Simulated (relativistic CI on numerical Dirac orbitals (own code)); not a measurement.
Ligand-field terms of d7

Computed with a parametric ligand-field model of a d^n configuration (Racah B and C, spin-orbit zeta, crystal field), exact diagonalisation.

Field parameters in Wybourne normalisation: Oh B⁴₀ = 21Dq, B⁴₄ = √(5/14) B⁴₀. The field is a parameter set, without covalency.

Ground term and bands for B = 420, C = 1560, ζ = 0 cm⁻¹, Oh, 10Dq = 15540 cm⁻¹?

Ground term 2E with 1.02 electrons in the two orbitals of the cubic e set. Spin-allowed: 2T1 14382 cm⁻¹ (695 nm), 2T2 14725 cm⁻¹ (679 nm), 2T1 17282 cm⁻¹ (579 nm), 2T2 23743 cm⁻¹ (421 nm). Lowest spin-forbidden: 4T1 7751 cm⁻¹ (1290 nm), 4T2 22354 cm⁻¹ (447 nm), 4T1 27717 cm⁻¹ (361 nm).

Ground term and bands for B = 420, C = 1560, ζ = 0 cm⁻¹, Oh, 10Dq = 420 cm⁻¹?

Ground term 4T1 with 2.18 electrons in the two orbitals of the cubic e set. Spin-allowed: 4T2 340 cm⁻¹, 4A2 760 cm⁻¹, 4T1 6561 cm⁻¹ (1524 nm). Lowest spin-forbidden: 2E 6488 cm⁻¹ (1541 nm), 2T2 6521 cm⁻¹ (1534 nm), 2T1 6604 cm⁻¹ (1514 nm).

Ground term and bands for B = 420, C = 1560, ζ = 0 cm⁻¹, Oh, 10Dq = 3780 cm⁻¹?

Ground term 4T1 with 2.08 electrons in the two orbitals of the cubic e set. Spin-allowed: 4T2 3283 cm⁻¹ (3046 nm), 4A2 7063 cm⁻¹ (1416 nm), 4T1 9086 cm⁻¹ (1101 nm). Lowest spin-forbidden: 2E 3869 cm⁻¹ (2585 nm), 2T1 6909 cm⁻¹ (1447 nm), 2T2 7021 cm⁻¹ (1424 nm).

Ground term and bands for B = 420, C = 1560, ζ = 0 cm⁻¹, Oh, 10Dq = 2940 cm⁻¹?

Ground term 4T1 with 2.10 electrons in the two orbitals of the cubic e set. Spin-allowed: 4T2 2520 cm⁻¹, 4A2 5460 cm⁻¹ (1832 nm), 4T1 8400 cm⁻¹ (1190 nm). Lowest spin-forbidden: 2E 4669 cm⁻¹ (2142 nm), 2T1 6928 cm⁻¹ (1443 nm), 2T2 6982 cm⁻¹ (1432 nm).

Ground term and bands for B = 420, C = 1560, ζ = 0 cm⁻¹, Oh, 10Dq = 10500 cm⁻¹?

Ground term 2E with 1.04 electrons in the two orbitals of the cubic e set. Spin-allowed: 2T1 9458 cm⁻¹ (1057 nm), 2T2 9756 cm⁻¹ (1025 nm), 2T1 12180 cm⁻¹ (821 nm), 2T2 17496 cm⁻¹ (572 nm). Lowest spin-forbidden: 4T1 2743 cm⁻¹, 4T2 12415 cm⁻¹ (805 nm), 4T1 17886 cm⁻¹ (559 nm).
